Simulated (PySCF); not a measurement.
# Correlation energy of Os⁺ (osmium, charge +1)

[Xe] 4f14 5d6 6s1, high-spin 6D determinant. Computed with PySCF 2.14 in x2c-TZVPPall with one added diffuse shell each of s, p, d, f type (12s8p8d4f1g, 113 functions), with scalar relativity by spin-free X2C-1e. Frozen: [Xe] 4f14; 7 electrons correlated.

```csv
level,correlation energy (mhartree)
CCSD,-125.07
(T),-3.60
CCSD(T),-128.67
```

Diagnostics: T1 = 0.0061, D1 = 0.0157, largest double amplitude 0.022.

Spin-orbit coupling, absent here, splits the open shell strongly.

Cost of the coupled-cluster step: about 24 core-seconds, for 7 correlated electrons.
